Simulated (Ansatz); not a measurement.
One change: `BC[SiH2]S[SiH3]` becomes `BC[SiH3]`.

Ansatz, PBE0-D4/def2-TZVP geometries, multiplicity 1. Each molecule was computed in one conformer, which needn't be the lowest.

```
                                      property  `BC[SiH2]S[SiH3]`
           HOMO–LUMO gap (PBE/def2-TZVPP) / eV               4.27
            LUMO energy (PBE0/def2-TZVPP) / eV              -1.11
size of the dipole moment (PBE/def2-TZVPP) / D               1.53
         LUMO energy (ωB97M-V/def2-TZVPP) / eV               0.74
          HOMO–LUMO gap (PBE0/def2-TZVPP) / eV               6.37
       HOMO–LUMO gap (ωB97M-V/def2-TZVPP) / eV              10.34
```

Problem. What does the change do to each property? (Estimate.)

Solution. The calculation gave: 
| property | `BC[SiH3]` | shift |
| --- | --- | --- |
| HOMO–LUMO gap (PBE/def2-TZVPP) / eV | 5.32 | 1.05 |
| LUMO energy (PBE0/def2-TZVPP) / eV | -1.37 | -0.26 |
| size of the dipole moment (PBE/def2-TZVPP) / D | 1.02 | -0.51 |
| LUMO energy (ωB97M-V/def2-TZVPP) / eV | 0.52 | -0.22 |
| HOMO–LUMO gap (PBE0/def2-TZVPP) / eV | 7.68 | 1.31 |
| HOMO–LUMO gap (ωB97M-V/def2-TZVPP) / eV | 11.81 | 1.47 |

With PBE0 the HOMO falls by 1.58 eV and the LUMO falls by 0.26 eV, so the gap widens by about 1.32 eV. PBE moves the HOMO by -1.33 eV and ωB97M-V by -1.70 eV. Dipoles are sizes alone; their direction can turn.
